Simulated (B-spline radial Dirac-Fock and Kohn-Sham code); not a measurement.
# Internal conversion coefficients of Nd at 163 keV

Z = 60 (neodymium), transition energy 163 keV. Level of theory: a Dirac-Hartree-Slater potential of the neutral atom with a Latter tail (no hole, which puts coefficients of high multipoles low close above an edge), finite nucleus with surface currents; a radial finite-basis atomic code. Subshells that would emit electrons below 1 keV are left out.

```csv
subshell,electron energy (keV),E1,E5,M1,M2,M5
K,119.43,0.0583,17.4,0.305,1.88,213
L1,155.87,0.00628,3.06,0.0390,0.304,84.3
L2,156.28,0.000799,87.4,0.00290,0.0363,25.9
L3,156.79,0.000981,60.6,0.000560,0.0337,157
M1,161.43,0.00130,0.776,0.00823,0.0663,20.7
M2,161.60,0.000178,21.3,0.000668,0.00848,6.42
M3,161.70,0.000222,14.7,0.000129,0.00805,41.5
M4,162.00,3.64e-06,1.61,2.51e-06,8.41e-05,0.958
M5,162.02,4.67e-06,1.27,1.99e-06,1.50e-05,1.57
N1,162.68,0.000303,0.190,0.00193,0.0157,5.03
N2,162.76,3.99e-05,4.88,0.000151,0.00192,1.47
N3,162.78,4.95e-05,3.34,2.89e-05,0.00182,9.57
N4,162.88,8.05e-07,0.363,5.57e-07,1.88e-05,0.216
N5,162.88,1.03e-06,0.285,4.38e-07,3.31e-06,0.355
N6,162.99,2.54e-10,5.23e-05,1.19e-10,1.16e-09,8.06e-05
N7,162.99,3.47e-10,5.44e-05,1.35e-10,8.28e-10,4.25e-05
total,,0.0685,218,0.359,2.36,571
```

Question: For a pure M1 transition, what fraction of decays emits a photon?

Answer: 1/(1 + α) = 0.736 with the total α = 0.359; the total includes the outer subshells that are not listed.

Values without a named source are computed, but for edge energies of neutral atoms, which are taken from tables.
